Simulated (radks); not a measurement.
Q: Cd4+, 44 electrons, occupied as [Kr] 4d7 5d1 (not the ground configuration). Method: non-relativistic Kohn-Sham, BP86, spin-polarised, spherical densities, point nucleus; open shells are filled with parallel spins first (spin-orbit coupling, left out, can overturn this in heavy ions); relativity is left out, which matters for an element this heavy; computed with a radial shooting solver on a logarithmic mesh with Libxc functionals. Some entries of the table are withheld. Estimate them.

orbital  occ.  eigenvalue (eV)  r(max) (bohr)  <r> (bohr)
1s up       1        -25719.70        0.02099     0.03171
1s down     1        -25719.69        0.02099     0.03171
2s up       1        -3794.145         0.1165      0.1373
2s down     1        -3793.326         0.1165      0.1373
2p up       3        -3541.556        0.09127      0.1173
2p down     3        -3540.948        0.09127      0.1172
3s up       1        -757.5206         0.3359      0.3711
3s down     1        -757.1326         0.3359      0.3710
3p up       3        -655.0087         0.3224      0.3627
3p down     3        -654.5603         0.3225      0.3625
3d up       5        -465.4296         0.2660      0.3344
3d down     5        -464.7322         0.2661      0.3343
4s up       1        -161.8544         0.8172      0.8942
4s down     1        -158.9990         0.8161      0.8937
4p up       3        -128.3295         0.8488      0.9457
4p down     3        -125.4657         0.8478      0.9458
4d up       5         -72.8056         0.9389       1.110
4d down     2         -70.0139         0.9387       1.114
5s up       0         -47.7309          1.945       2.122
5s down     0         -45.8523          1.954       2.134
5p up       0              (1)            (2)       2.372
5p down     0              (3)            (4)       2.390
5d up       1         -26.2503          2.817       3.029
4f up       0         -22.9376          1.878       2.345
6d up       0         -13.9366          5.621       5.575

A: 
(1) 5p up eigenvalue (eV): -39.0276
(2) 5p up r(max) (bohr): 2.168
(3) 5p down eigenvalue (eV): -37.2458
(4) 5p down r(max) (bohr): 2.181
